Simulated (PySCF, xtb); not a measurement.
Si(I)3(OH) (HI3OSi), SMILES O[Si](I)(I)I.

The structure is a stationary point at PBE-D3(BJ)/def2-SVP. The def2 effective core potentials stand for the cores of I; spin–orbit coupling is left out. One conformer was computed; it need not be the lowest.

The numbers are results of IEF-PCM-PBE0/def2-SVP (PySCF), not measurements.

The values are the electrostatic part of the solvation free energy, E(continuum) − E(gas) at the gas-phase geometry, in a cavity of scaled van der Waals radii (PySCF's table); cavitation and dispersion terms are not included. In vacuum the orbital gap is 5.34 eV. The dipole moment in vacuum is 1.33 D.

Computed values in water (ε = 78.36), diethylether (ε = 4.24), ethylethanoate (ε = 5.99):
| solvent | ε | ΔG(elec) (kcal/mol) | dipole (D) | gap (eV) |
|---|---|---|---|---|
| water | 78.36 | -5.0 | 1.81 | 5.42 |
| diethylether | 4.24 | -3.3 | 1.62 | 5.40 |
| ethylethanoate | 5.99 | -3.8 | 1.67 | 5.40 |

For comparison, GFN2-xTB/ALPB(water) (xtb, at the GFN2-xTB geometry, all terms of that model) gives -9.7 kcal/mol.
